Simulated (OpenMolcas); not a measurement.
## neutral gallium: effect of the active space

```yaml
Program: OpenMolcas 26.06
Method: SS-CASPT2 or its RAS form, IPEA 0.25 Eh, imaginary shift 0.1 Eh
Basis: ANO-RCC-VTZP
Scalar_Hamiltonian: DKH2, point nucleus
Spin-orbit_coupling: RASSI with atomic mean-field integrals over the reference wave functions, term energies averaged over their components
```

A. 3 electrons in 4 orbitals (4s 4p); 2S+1 = 4 odd, 1 root (0 in the spin-orbit step); 2S+1 = 2 odd, 3 roots; 2S+1 = 4 even, 3 roots; 2S+1 = 2 even, 5 roots (0 in the spin-orbit step); closed shells correlated: 3d; CASPT2 step of the order of 0.5 core-seconds
B. 3 electrons in 8 orbitals (4s 4p 5s 5p); 2S+1 = 4 odd, 1 root (0 in the spin-orbit step); 2S+1 = 2 odd, 3 roots; 2S+1 = 4 even, 3 roots; 2S+1 = 2 even, 5 roots (0 in the spin-orbit step); closed shells correlated: 3d; CASPT2 step roughly 1 core-seconds
C. 3 electrons in 9 orbitals (RAS2 4s 4p; RAS3 4d, at most 2 electrons); 2S+1 = 4 odd, 1 root (0 in the spin-orbit step); 2S+1 = 2 odd, 3 roots; 2S+1 = 4 even, 3 roots; 2S+1 = 2 even, 5 roots; closed shells correlated: 3d; CASPT2 step about 3 core-seconds

Energies in cm⁻¹ above 4s² 4p ²P°_1/2, the measured ground level; measured values from NIST Handbook of Basic Atomic Spectroscopic Data.

```csv
Level,A,B,C,Measured
4s² 4p ²P°_1/2,0.0,0.0,0.0,0.0
4s² 4p ²P°_3/2,803,673,826,826
4s 4p² ⁴P_1/2,35430,35740,36280,
4s 4p² ⁴P_3/2,35720,36040,36560,
4s 4p² ⁴P_5/2,36210,36520,37040,
```

Among A to C the level of the table that moves most is 4s 4p² ⁴P_1/2, by 850 cm-1 (lowest in A, highest in C). Moves below CASPT2's spread within the term are not significant.

CASPT2 breaks the degeneracy within a term, and the mean is taken; among the terms shown or strongly mixed into the levels shown the widest spread is 11 cm-1 (4s² 4p ²P°, C). Some high roots are left out of the spin-orbit mixing, which shifts the levels that they would mix with. Terms of s pⁿ other than that of highest spin mix with s² pⁿ⁻² d, which this space lacks; all of them can be thousands of cm-1 off, and some have no real level of that name (holds for A; B). Active for correlation alone: 5p 5s; no level in the range computed is led by a configuration that fills them, so any true level of that kind is missing (holds for B). Active for correlation alone: 4d; no level in the range computed is led by a configuration that fills it, so any true level of that kind is missing (holds for C). Only configurations of the active space appear. The table leaves out levels that lie high or whose names do not pair safely across all columns.

° marks odd parity.
